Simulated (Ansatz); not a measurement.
The pair A = C2H4 (SMILES C=C) (first 6 atoms), B = CH3Cl (SMILES CCl); geometry from B3LYP-D3(BJ)/def2-TZVP.
(charge 0, multiplicity 1):
```xyz
11

C      0.54159    -0.47514     0.21440
C     -0.39644     0.46075     0.22516
H      0.53830    -1.28306     0.93615
H      1.34178    -0.47278    -0.51614
H     -0.40371     1.26948    -0.49599
H     -1.19577     0.44793     0.95628
C      0.49287     0.36852     3.91509
Cl    -0.76650    -0.89925     3.73132
H      0.06098     1.19747     4.46766
H      1.32826    -0.06032     4.46031
H      0.79856     0.68267     2.92202
```

Correlated levels freeze the cores. MP2 and its Hartree–Fock in aug-cc-pV(T+d)Z are density fitted.

Run with Ansatz (a first-principles code). Values without a source in brackets are computed.

The counterpoise-corrected interaction energy is E(AB) − E(A in the pair's basis) − E(B in the pair's basis). Total energies (hartree):

```tsv
level	AB	A in the pair's basis	B in the pair's basis
HF/aug-cc-pV(D+d)Z	-577.1675838	-78.0438816	-499.1243401
MP2/aug-cc-pV(D+d)Z	-577.7631359	-78.3287489	-499.4314524
HF/aug-cc-pV(T+d)Z	-577.2139042	-78.0648948	-499.1497200
MP2/aug-cc-pV(T+d)Z	-577.9390772	-78.4046436	-499.5310010
CCSD(T)/aug-cc-pV(D+d)Z	-577.8443728	-78.3689645	-499.4728271
```

Problem. Work out the counterpoise-corrected interaction energy at the basis-set limit: extrapolate the MP2 correlation part as X⁻³, take Hartree–Fock from the larger set, and add the CCSD(T) − MP2 difference of aug-cc-pV(D+d)Z.

Solution. 
1. Differences (1 hartree = 627.509 kcal/mol): HF/aug-cc-pV(D+d)Z 0.400; MP2/aug-cc-pV(D+d)Z -1.842; HF/aug-cc-pV(T+d)Z 0.446; MP2/aug-cc-pV(T+d)Z -2.154; CCSD(T)/aug-cc-pV(D+d)Z -1.620.
2. Correlation parts, MP2 less HF: -2.242 in aug-cc-pV(D+d)Z (X = 2), -2.600 in aug-cc-pV(T+d)Z (X = 3).
3. Limit (3³·(-2.600) − 2³·(-2.242))/(3³ − 2³) = -2.751; with HF/aug-cc-pV(T+d)Z it gives -2.305.
4. CCSD(T) less MP2 in aug-cc-pV(D+d)Z: 0.222.
Result: -2.08 kcal/mol, against -1.84 at MP2/aug-cc-pV(D+d)Z. It is an estimate of this method's limit, not of the exact value.
